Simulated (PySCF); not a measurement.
## Working with the constants of CsCl⁺

UHF-CCSD(T) constants of CsCl⁺, ²Π (doublet), unpaired electrons π ↑ (basis Cs def2-SVP with ECP46, Cl def2-SVP; scalar-relativistic core potentials; PySCF 2.14; masses 132.9054 and 34.9689 u):

- ωe: 80.1 cm⁻¹
- ωexe: 1.01 cm⁻¹
- Be: 0.045569 cm⁻¹
- αe: 0.000577 cm⁻¹
- De to Cs⁺ + Cl: 0.236 eV

Q: What force constant and bond length do these constants imply?

A: Reduced mass μred = 27.685 u; k = 5.8918×10⁻⁷·μred·ωe² (u, cm⁻¹, mdyn/Å) = 0.105 mdyn/Å; Re = √(16.8576/(μred·Be)) (u, cm⁻¹, Å) = 3.655 Å.

Q: Estimate the centrifugal constant D from the Kratzer relation and find the Dunham coefficient a1.

A: D = 4Be³/ωe² = 5.9e-08 cm⁻¹; a1 = −1 − αeωe/(6Be²) = -4.71.

Correlated steps freeze 5 core orbitals. The bond is weak. Basis-set superposition, not corrected here, can be much of De in a small basis, most of all at correlated wavefunction levels. Spin–orbit coupling is left out, which matters for elements this heavy, above all for dissociation energies. For an ion De counts to the pair picked by the measured ionisation energies or electron affinities, which need not be the lowest pair at this level. The state is the lowest determinant that a PBE0 search found; another state may lie lower at other levels.
